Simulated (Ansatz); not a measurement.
Mulliken charges of CH$_{4}$ClFOSeTi (`C[Se][Ti]([OH])([F])[Cl]`) from ωB97M-V/def2-TZVPP in Ansatz (PBE0-D4/def2-TZVP geometry).

```csv
atom,x (Å),y (Å),z (Å),charge (e)
C1,0.634,-1.853,0.348,-0.412
Se2,0.442,-0.744,-1.263,-0.002
Ti3,-0.366,1.160,-0.067,0.732
O4,-0.757,2.336,-1.309,-0.417
F5,-1.743,0.631,0.883,-0.350
Cl6,1.221,1.849,1.300,-0.211
H7,1.501,-1.521,0.915,0.161
H8,0.779,-2.876,0.006,0.155
H9,-0.267,-1.799,0.956,0.154
H10,-1.444,2.818,-1.770,0.190
```

Question: By hand: the dipole of these point charges (1 e Å = 4.8032 D).

Answer: Σ q r = (0.185, -0.403, -0.268) e Å, of length 0.518 e Å = 2.49 D.

Question: How does the dipole of the full density compare? (Best estimate.)

Answer: Ansatz gave: (-0.257, -0.001, -0.218) e Å, 1.62 D; the point charges give 1.54 times that, at 86° from its direction.

Point charges leave out the atoms' own dipoles, such as those of lone pairs, and Mulliken's split depends on the basis, so the two needn't agree.
